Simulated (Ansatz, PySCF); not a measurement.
Reaction R1 → 2 P1, each structure at its B3LYP-D3(BJ)/def2-TZVP stationary point, reached from a drawn start (curvature not checked).
R1: H2 (SMILES [H][H]), charge 0, multiplicity 1.
P1: H atom, charge 0, multiplicity 2.

P less R. No zero-point or thermal terms.

CBS: X⁻³ extrapolation of the correlation energy, Hartree–Fock from the larger set.

Programs: Ansatz (Gaussian basis) for Hartree–Fock, density functionals and correlated methods; PySCF for M06-2X. All values are computed, each at the level named.

The comparison value is 458.4 kJ/mol (CCSD(T)/CBS(cc-pVTZ, cc-pVQZ)). It is a level with limits of its own, not the exact answer.

**Question.** Order these levels by how close they come to the comparison value for the reaction energy, closest first: wB97M-V/def2-TZVPP, M06-2X/def2-TZVPP, BLYP/def2-TZVPP, PBE/def2-TZVPP, MP2/CBS(cc-pVTZ, cc-pVQZ). Give each level's value less the comparison value.

**Answer.** BLYP/def2-TZVPP (-0.3 kJ/mol), wB97M-V/def2-TZVPP (-3.9 kJ/mol), M06-2X/def2-TZVPP (-5.3 kJ/mol), MP2/CBS(cc-pVTZ, cc-pVQZ) (-18.1 kJ/mol), PBE/def2-TZVPP (-20.3 kJ/mol)

Ansatz is an electronic-structure program.
